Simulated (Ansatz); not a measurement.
The cluster Au₂Se⁺. Charge 1, multiplicity 2. Geometry r2SCAN-D4/def2-TZVP; atoms count from 1.

```xyz
3

Au    0.887   -0.159   -1.555
Au   -1.238   -0.702    1.098
Se    0.350    0.862    0.457
```

In the def2 sets Au takes a core potential; there is no spin–orbit coupling. The structure comes from a short search, and lower isomers may exist.

Estimate the Mulliken populations from the PBE0/def2-TZVP orbitals of Ansatz.


| atom | charge (e) | spin (α − β) | d electrons |
| --- | --- | --- | --- |
| Au1 | 0.56 | 0.05 | 9.67 |
| Au2 | 0.56 | 0.05 | 9.67 |
| Se3 | -0.11 | 0.90 | – |
Mulliken values depend strongly on the basis.

Where does the spin sit?

Summed by element: Au 0.10, Se 0.90, of 1 unpaired in all. Largest on single atoms: Se3 0.90, Au1 0.05, Au2 0.05.

And the Mayer bond orders between heavy atoms (over 0.3)?

Au1–Se3 1.15 (2.32 Å); Au2–Se3 1.15 (2.32 Å).
